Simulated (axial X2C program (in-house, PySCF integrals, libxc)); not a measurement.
## What spin–orbit coupling does to GaN

Computed with an in-house relativistic program for diatomic molecules. Spin-free means the one-electron spin-free X2C Hamiltonian; two-component (2c) means X2C with spin–orbit coupling and atomic mean-field two-electron Coulomb and Gaunt terms, so the difference of the two also holds small scalar two-electron terms. Basis: Ga dyall-cv3z [9s9p7d4f1g], N dyall-av3z [7s7p3d2f] (cores contracted in-house); Gaussian nuclei, density fitting, unrestricted open shells. Masses: Ga 68.926 u, N 14.003 u.

Spin-free state: M_S = 1, Λ = 0 (beyond evenly filled blocks: π+α, π-α); fragments Ga + N.

```tsv
level	Re (Å)	ωe (cm⁻¹)	De (eV)	μ (D)
PBE0	1.996	509.2	2.254	-1.90
HF	1.984	531.2	0.610	-1.95
CCSD	2.009	508.7	1.895	n/a
CCSD(T)	2.015	501.4	1.997	n/a
M06	2.007	494.9	2.191	-2.28
```

Correlated methods: 8 electrons correlated (number of frozen shells: Ga 3 s, 2 p, 1 d; N 1 s), 260 virtual spin orbitals or spinors in MP2, 90 natural virtuals in coupled cluster.

Dipoles are positive if N is the positive end.

Two-component determinant lowest at the distance of the search:

Ω = 1 (⟨Sz⟩ = 1.00, ⟨Lz⟩ = 0.00 at HF); fragments Ga + N.

```csv
level,Re (Å),ωe (cm⁻¹),De (eV),μ (D)
PBE0,1.996,508.9,n/a,-1.90
HF,1.984,530.8,n/a,-1.95
CCSD,2.009,508.4,1.842,n/a
CCSD(T),2.016,501.1,1.944,n/a
M06,2.008,494.5,n/a,-2.28
```

(1) From the two tables, how do the constants change at the CCSD(T) level (2c against spin-free)?

One determinant describes the state; a PBE0 search over occupations chose it and may have missed a lower one. De is counted from the lowest determinant-based energies of the atoms at the same level, without counterpoise correction. De is not given where an atomic determinant may have missed its ground term or J level, or where the truncated virtual space spoils (T). Density functionals use the spin component along the axis (collinear). CCSD and (T) use frozen natural virtuals with an MP2 correction for the truncation; (T) itself is uncorrected, so its De runs slightly low. PBE0 can misorder states that lie within some tenths of an eV, so this need not be the ground state of the molecule. The nearest other spin-free determinant of the search, M_S = 1, Λ = 1, lies 0.40 eV up at the distance of the search. Without a current term, density functionals place determinants with orbital angular momentum somewhat too high. With several unpaired electrons one determinant need not be a pure state. Open-shell Ω = 0 determinants with evenly filled partner blocks cannot be reached by this program, so the Ω shown need not be the lowest component. This is the Ω = 1 component of a π² triplet; the 0⁺ component is not one determinant and can lie lowest. The determinant is spin-polarised beyond a pure state at some levels (its spin-free form has ⟨S²⟩ too high), which makes Re and μ there less reliable. With the outer-core shells frozen, correlated bond lengths of heavy atoms tend to come out a few hundredths of an ångström too long.

Answers

(1) At the CCSD(T) level Re is unchanged within 0.001 Å and ωe goes down by 0.3 cm⁻¹; De changes by -0.053 eV.
